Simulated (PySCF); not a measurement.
## Mayer bond orders and bond lengths

C₆H₈ClNSi.
SMILES with atom numbers: `[CH2:1]=[CH:2][Si@:3]([Cl:4])([C:5]#[C:6][CH3:7])[N:8]=[CH2:9]` (hydrogens: H10, H11 on C1; H12 on C2; H13, H14, H15 on C7; H16, H17 on C9)

Cartesian coordinates in Å at the GFN2-xTB level; atoms count from 1:
```xyz
17
C6H8ClNSi angstrom
C     -2.5290   -1.4541    0.9123
C     -1.6552   -1.5162   -0.0786
Si    -0.8521   -0.0296   -0.9093
Cl    -1.2699   -0.0014   -2.8981
C      0.9837   -0.1200   -0.6927
C      2.1784   -0.1552   -0.5350
C      3.6101   -0.2123   -0.3542
N     -1.6548    1.3744   -0.2991
C     -1.2878    2.3943    0.3157
H     -2.9650   -2.3363    1.3560
H     -2.8512   -0.5099    1.3199
H     -1.3646   -2.4890   -0.4555
H      4.0970   -0.3861   -1.3135
H      3.9726    0.7274    0.0619
H      3.8663   -1.0241    0.3263
H     -2.0286    3.1429    0.5875
H     -0.2568    2.6072    0.6128
```

Bond orders from the PBE0/pcSseg-1 density (PySCF). Isolated species at its GFN2-xTB geometry (one conformer only).

(1) Where do the orders between heavy atoms depart from those drawn in the SMILES?

(2) Give the Mayer order of every bond, beside its length.

Results:

(1) The largest departure is 0.438, at C5–C6 (drawn triple, 2.562). Drawn single, order above 1.12: C6–C7 (1.174). Drawn double or triple, more than 0.30 short of the drawn order: C5–C6 (2.562).

(2) 
```json
{"bond": "C1–C2", "drawn as": "double", "length (Å)": "1.323", "Mayer order": "1.997"}
{"bond": "C2–Si3", "drawn as": "single", "length (Å)": "1.883", "Mayer order": "0.893"}
{"bond": "Si3–Cl4", "drawn as": "single", "length (Å)": "2.032", "Mayer order": "0.998"}
{"bond": "Si3–C5", "drawn as": "single", "length (Å)": "1.851", "Mayer order": "0.942"}
{"bond": "C5–C6", "drawn as": "triple", "length (Å)": "1.206", "Mayer order": "2.562"}
{"bond": "C6–C7", "drawn as": "single", "length (Å)": "1.444", "Mayer order": "1.174"}
{"bond": "Si3–N8", "drawn as": "single", "length (Å)": "1.729", "Mayer order": "0.981"}
{"bond": "N8–C9", "drawn as": "double", "length (Å)": "1.246", "Mayer order": "1.951"}
{"bond": "C1–H10", "drawn as": "single", "length (Å)": "1.079", "Mayer order": "0.952"}
{"bond": "C1–H11", "drawn as": "single", "length (Å)": "1.078", "Mayer order": "0.952"}
{"bond": "C2–H12", "drawn as": "single", "length (Å)": "1.083", "Mayer order": "0.935"}
{"bond": "C7–H13", "drawn as": "single", "length (Å)": "1.090", "Mayer order": "0.921"}
{"bond": "C7–H14", "drawn as": "single", "length (Å)": "1.090", "Mayer order": "0.922"}
{"bond": "C7–H15", "drawn as": "single", "length (Å)": "1.090", "Mayer order": "0.922"}
{"bond": "C9–H16", "drawn as": "single", "length (Å)": "1.088", "Mayer order": "0.934"}
{"bond": "C9–H17", "drawn as": "single", "length (Å)": "1.094", "Mayer order": "0.929"}
```

By pair of heavy elements: C–C: lowest C6–C7 (1.174, 1.444 Å), highest C5–C6 (2.562, 1.206 Å). C–Si: lowest C2–Si3 (0.893, 1.883 Å), highest Si3–C5 (0.942, 1.851 Å).

Task: Sum the orders of all bonds at each heavy atom with more than one neighbour and set the sums beside the valence in the SMILES.

Result: C1 3.901 (drawn 4), C2 3.825 (drawn 4), Si3 3.814 (drawn 4), C5 3.504 (drawn 4), C6 3.736 (drawn 4), C7 3.939 (drawn 4), N8 2.932 (drawn 3), C9 3.814 (drawn 4). Orders between atoms that aren't bonded are not in these sums.

Mayer orders depend on the basis set.
